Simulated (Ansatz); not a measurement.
## Several solutions for singlet KF

```yaml
atoms:
  - { symbol: K, position_ang: [0.0000, 0.0000, 0.0000] }
  - { symbol: F, position_ang: [0.0000, 0.0000, 6.5100] }
```

Basis set: def2-SVP (spherical functions). Charge 0, multiplicity 1.

UHF was run from several starts with Ansatz (development build ahead of 0.2.0).

| run | program | start | converged | energy (hartree) | <S²> |
| --- | --- | --- | --- | --- | --- |
| A | Ansatz | stability test followed | yes | -698.29399 | 0.00 |
| B | Ansatz | search for the lowest state | yes | -698.36150 | 1.00 |
| C | Ansatz | atomic start, no search | yes | -698.29399 | 0.00 |

Question: Which runs reached the lowest solution of this kind, and what is wrong with the others?

Answer: B reached the lowest solution found. Converged but too high: A by 1.84 eV, C by 1.84 eV. Convergence only shows a stationary point, and even a stable one can lie too high; stability tests and further starts are what find lower ones. Caution: the unrestricted determinant is a mixture of spin states.
